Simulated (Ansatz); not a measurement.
Reaction (ligand exchange at the Sn–I bond): `[F][Sn]([F])([F])[I]` + H–F → `[F][Sn]([F])([F])[F]` + HI

Isolated molecules relaxed with PBE0-D4/def2-TZVP in Ansatz; ΔE leaves out vibrations. CBS: MP2 limit from def2 TZ/QZ plus the TZ coupled-cluster correction, frozen cores. This one scheme is used for every species. Functionals use def2-TZVPP. HSE06 is defined as in plane-wave codes. Elements past krypton have def2 core potentials. For I, Sn outer-core shells are correlated without core-valence functions, which leaves a few kJ/mol of doubt a bond.

```tsv
level	ΔE (eV)
PBE-D4	0.79
BLYP-D4	0.72
HSE06-D4	0.85
r2SCAN0	0.80
CCSD/def2-SVP	0.66
CCSD(T)/def2-SVP	0.66
CCSD(T)/def2-TZVPP	0.71
SCS-MP2/def2-QZVPP	0.78
```

(1) What does CCSD(T)/CBS give? (Estimate.)

Largest T1 diagnostic among the species: 0.015.

## Answers

(1) Computed: +0.84 eV. The listed levels differ from it by -0.05, -0.12, 0.01, -0.04, -0.18, -0.18, -0.13, -0.06 eV.

From r2SCAN to r2SCAN0 (25 % exact exchange), in def2-TZVPP and without D4, ΔE moves by +0.07 eV. At CCSD(T), def2-SVP lies −0.18 eV from the extrapolated value and def2-TZVPP −0.13 eV. Leaving LDA and LC-ωPBE aside and taking each functional with its dispersion term where it has one, the values, not all of them listed here, spread over 0.25 eV, from B97M-V to HSE06-D4. LDA lies +0.08 eV from PBE without D4.
